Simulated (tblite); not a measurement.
Species: C6H8N2 (charge +1 and doublet state).
Numbering: `[H]/[N:8]=[C:7]1/[C@@H:4]([C:3]#[C:2][CH3:1])[NH+:5][CH2:6]1` (hydrogens: H9, H10, H11 on C1; H12 on C4; H13 on N5; H14, H15 on C6; H16 on N8)
Bond orders are those of one Lewis drawing.

Computed with GFN2-xTB (tblite), gas phase: L-BFGS steps from a force-field or distance-geometry start until the largest atomic force falls under 0.01 eV/Å.

The end geometry, which sets the zero of energy:
```
atom  x, y, z in Å
C1      3.2421    0.2306   -0.8398
C2      1.9011   -0.1050   -0.5038
C3      0.7556   -0.3864   -0.2265
C4     -0.6028   -0.6747    0.1120
N5     -0.9377   -0.9025    1.5015
C6     -2.0139    0.0427    1.5140
C7     -1.6742    0.4260    0.0714
N8     -2.0136    1.2009   -0.8133
H9      3.3244    1.3083   -0.9995
H10     3.9206   -0.0626   -0.0391
H11     3.5271   -0.2651   -1.7699
H12    -0.9607   -1.4818   -0.5507
H13    -0.9220   -1.7939    1.9690
H14    -1.8093    0.9012    2.1657
H15    -3.0153   -0.3398    1.7354
H16    -2.7289    1.9111   -0.7408
```

Task: These geometries come from the run, each turned onto the end geometry. Order them by energy, lowest first.
A.
```
atom  x, y, z in Å
C1      3.2061    0.2972   -0.7109
C2      1.8613   -0.1024   -0.4952
C3      0.7136   -0.4632   -0.3313
C4     -0.6443   -0.8007   -0.0188
N5     -0.9552   -1.0148    1.4161
C6     -1.7098    0.2024    1.4973
C7     -1.6408    0.3437   -0.0304
N8     -2.3199    0.9828   -0.8255
H9      3.2775    1.3787   -0.8327
H10     3.8342   -0.0088    0.1240
H11     3.5851   -0.1541   -1.6286
H12    -0.9552   -1.6440   -0.6435
H13    -1.4459   -1.8655    1.6660
H14    -1.1356    1.0271    1.9301
H15    -2.6910    0.1618    1.9706
H16    -2.9876    1.6689   -0.5015
```
B.
```
atom  x, y, z in Å
C1      3.1890    0.2608   -0.7522
C2      1.8353   -0.1213   -0.5410
C3      0.6835   -0.4515   -0.3672
C4     -0.6635   -0.7472    0.0114
N5     -0.8899   -0.9369    1.4343
C6     -1.8708    0.1003    1.5241
C7     -1.6848    0.3928    0.0275
N8     -2.1075    1.1294   -0.8541
H9      3.2530    1.3462   -0.8623
H10     3.7910   -0.0520    0.1014
H11     3.5733   -0.1937   -1.6660
H12    -1.0664   -1.5728   -0.5983
H13    -0.9281   -1.8367    1.8856
H14    -1.4797    0.9683    2.0702
H15    -2.8654   -0.1539    1.9049
H16    -2.7766    1.8772   -0.7328
```
C.
```
atom  x, y, z in Å
C1      3.1959    0.2797   -0.7125
C2      1.8481   -0.1186   -0.4887
C3      0.6970   -0.4323   -0.2862
C4     -0.6717   -0.7652   -0.0158
N5     -0.9672   -1.0240    1.3996
C6     -1.7492    0.1689    1.5274
C7     -1.6804    0.3788    0.0032
N8     -2.2562    1.0264   -0.8593
H9      3.2466    1.3646   -0.8231
H10     3.8260   -0.0162    0.1249
H11     3.5807   -0.1624   -1.6328
H12    -0.9889   -1.5696   -0.6929
H13    -1.2729   -1.9285    1.7309
H14    -1.1308    0.9685    1.9596
H15    -2.7057    0.1246    2.0506
H16    -2.9787    1.7144   -0.6993
```
D.
```
atom  x, y, z in Å
C1      3.2362    0.2286   -0.8256
C2      1.9014   -0.1397   -0.5028
C3      0.7490   -0.4182   -0.2523
C4     -0.6114   -0.6859    0.0926
N5     -0.9338   -0.9069    1.4827
C6     -1.9985    0.0492    1.5107
C7     -1.6720    0.4277    0.0658
N8     -2.0225    1.1997   -0.8174
H9      3.2854    1.3096   -0.9717
H10     3.9196   -0.0489   -0.0249
H11     3.5408   -0.2475   -1.7583
H12    -1.0025   -1.4801   -0.5670
H13    -0.8782   -1.7752    1.9859
H14    -1.7824    0.9038    2.1625
H15    -3.0041   -0.3194    1.7384
H16    -2.7343    1.9121   -0.7332
```
E.
```
atom  x, y, z in Å
C1      3.2081    0.2444   -0.7902
C2      1.8634   -0.1437   -0.5440
C3      0.7145   -0.4471   -0.3113
C4     -0.6422   -0.7221    0.0435
N5     -0.9260   -0.9288    1.4449
C6     -1.9398    0.0735    1.5170
C7     -1.6830    0.4060    0.0383
N8     -2.0573    1.1724   -0.8406
H9      3.2579    1.3284   -0.9106
H10     3.8354   -0.0550    0.0477
H11     3.5836   -0.2073   -1.7077
H12    -1.0355   -1.5241   -0.6014
H13    -0.8758   -1.7835    1.9692
H14    -1.6305    0.9387    2.1185
H15    -2.9356   -0.2482    1.8418
H16    -2.7448    1.9054   -0.7295
```

Result: D (0.004 eV), E (0.014 eV), B (0.027 eV), C (0.086 eV), A (0.174 eV).

In the order of the answer:

```csv
step,E above end (eV),largest force (eV/Å),rms force component (eV/Å),rms distance from end (Å),rms bond change (Å),bond most changed (Å)
57,0.004,0.06,0.021,0.029,0.001,C4–N5 -0.003
48,0.014,0.13,0.038,0.099,0.003,C6–C7 +0.006
36,0.027,0.11,0.038,0.166,0.003,C4–C7 -0.006
16,0.086,0.19,0.051,0.319,0.007,C4–N5 +0.022
6,0.174,0.44,0.134,0.354,0.011,C4–N5 +0.036
```

The cost below is that of the whole relaxation. Time: 0.53 s wall. Hardware: one thread, Intel Xeon at 2.60 GHz (x86_64), shared host with 128 logical CPUs at a one-minute load of 14.
